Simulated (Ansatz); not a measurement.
Start from `[F][Sn][Cl]` and change one atom or group to get `[Cl][Sn][Br]`.

Ansatz, PBE0-D4/def2-TZVP geometries, multiplicity 1. 

Elements past krypton have def2 core potentials. Outer-core shells of Br, Sn are correlated without core-valence functions. Scalar relativity is left out up to krypton. Spin–orbit coupling is left out.

```
                                            property  `[F][Sn][Cl]`
                 HOMO–LUMO gap (PBE/def2-TZVPP) / eV           3.54
               HOMO energy (ωB97M-V/def2-TZVPP) / eV         -10.38
                 HOMO energy (B3LYP/def2-TZVPP) / eV          -8.13
vertical ionisation energy (CCSD(T)/def2-TZVPP) / eV          10.59
               LUMO energy (ωB97M-V/def2-TZVPP) / eV          -1.17
                  HOMO energy (PBE0/def2-TZVPP) / eV          -8.30
```

Problem. Give the same properties after the change, and the shifts. (An estimate is asked.)

Solution. Computed: 
```csv
property,`[Cl][Sn][Br]`,shift
HOMO–LUMO gap (PBE/def2-TZVPP) / eV,3.00,-0.54
HOMO energy (ωB97M-V/def2-TZVPP) / eV,-9.86,0.52
HOMO energy (B3LYP/def2-TZVPP) / eV,-7.66,0.47
vertical ionisation energy (CCSD(T)/def2-TZVPP) / eV,9.90,-0.69
LUMO energy (ωB97M-V/def2-TZVPP) / eV,-1.42,-0.25
HOMO energy (PBE0/def2-TZVPP) / eV,-7.86,0.44
```

With PBE0 the HOMO rises by 0.44 eV and the LUMO falls by 0.22 eV, so the gap narrows by about 0.66 eV. PBE moves the HOMO by 0.36 eV and ωB97M-V by 0.52 eV.

B3LYP here is the variant with VWN-RPA as its local correlation; programs differ in this.
